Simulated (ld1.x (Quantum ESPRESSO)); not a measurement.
**Transferability test, PAW potential for Ni (Z = 28)**

| Item | Value |
| --- | --- |
| Element | nickel |
| Generator | ld1.x (Quantum ESPRESSO) 7.5 |
| Type | PAW |
| Functional | PBE |
| Relativity | scalar-relativistic |
| Frozen core | [Ar] |
| Valence charge | 10 |
| Reference configuration | 3d9 4s1 4p0 |
| Partial waves | 4s (bound): rcut 1.95, rcutus 2.75 bohr; 4s channel at 0.3 Ry: rcut 1.95, rcutus 2.75 bohr; 4p (bound, empty): rcut 3.05, rcutus 3.80 bohr; 4p channel at 4.75 Ry: rcut 3.05, rcutus 3.80 bohr; 3d (bound): rcut 1.05, rcutus 1.30 bohr; 3d channel at 2.35 Ry: rcut 1.05, rcutus 1.30 bohr |
| Local potential | all-electron potential smoothed inside 2.00 bohr (lloc = -1) |
| Core correction | Bessel-smoothed model core, default radius (core density twice the valence density) |
| Augmentation charge | PSQ, inside the norm-conserving radii |

Energies are relative to the spin-unpolarised reference configuration 3d9 4s1 4p0; without spin polarisation the order of configurations can differ from experiment. The frozen-core shift is the all-electron ΔE with the core orbitals held at their reference shape minus the fully relaxed ΔE.

```csv
valence configuration,charge,ΔE all-electron (eV),error AE − PS (meV),frozen-core shift (meV)
3d8 4s1 4p0,+1,10.918,-47,+53
3d8 4s0 4p0,+2,28.269,-60,+58
3d8 4s0 4p1,+1,16.602,-29,+56
3d8.5 4s1.5 4p0,0,0.413,-10,+11
3d7 4s2 4p1,0,12.140,-210,+406
```

(1) What are ΔE and the potential's error for 3d8 4s2 4p0?

(2) What are ΔE and the potential's error for 3d8 4s1 4p1?

Levels in the configuration 3d8 4s2 4p0:

```tsv
level	all-electron (eV)	pseudo (eV)
3d	-8.874	-8.976
4s	-5.643	-5.638
```

## Answers

(1) ΔE = 1.595 eV all-electron; the error (AE − PS) is -48 meV.

(2) ΔE = 6.191 eV all-electron; the error (AE − PS) is -47 meV.
